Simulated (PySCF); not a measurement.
Atom-mapped SMILES (the numbers label the heavy atoms): `[CH2:1]=[C:2]1[CH:3]=[CH:4][C:5]([C:6]([F:7])([F:8])[F:9])=[CH:10]1`. Each H is labelled by its parent atom. Ha(C1) is cis to C3; Hb(C1) is trans to C3.

- σ from GIAO-PBE0/pcSseg-1
- GFN2-xTB structure
- program: PySCF 2.14.0 with density-fitted response routines
- no relativistic terms, rapidly exchanging positions averaged, single conformer, in vacuum

Scale: TMS for 13C (σ = 186.93 ppm), 1H (σ = 31.72 ppm); CFCl3 for 19F (σ = 170.95 ppm) (reference shieldings calculated alike).

```tsv
atoms	nucleus	count	δ (ppm)
H(C10)	1H	1	?
H(C3)	1H	1	6.50
C5	13C	1	?
C1	13C	1	?
H(C4)	1H	1	?
C2	13C	1	157.9
C6	13C	1	132.2
C4	13C	1	138.2
Hb(C1)	1H	1	6.52
C3	13C	1	132.2
C10	13C	1	131.7
F7/F8/F9	19F	3	-79.8
Ha(C1)	1H	1	6.51
```

Task: Fill in the missing shifts.

Result: 
- C5: 145.3 ppm, fully substituted alkene carbon; an sp2 carbon of a C=C bond
- C1: 140.2 ppm, terminal =CH2 carbon; as expected for a trigonal carbon in a double bond
- H(C4): 6.88 ppm, hydrogen on an alkene CH; a vinylic proton, deshielded by the sp2 carbon and the C=C anisotropy
- H(C10): 6.74 ppm, hydrogen on an alkene CH; olefinic region

Shifts are as computed. Against solution values, carbons near 30 ppm lie about +3 ppm off and those near 130 ppm about +5 ppm. Of 1309 compounds with measured shifts, 239 miss one by over three times the rms of a fit or turn the order of signals round; such compounds aren't used in these exercises. Unscaled 19F shifts against computed CFCl3 carry errors that often reach 10 to 50 ppm.
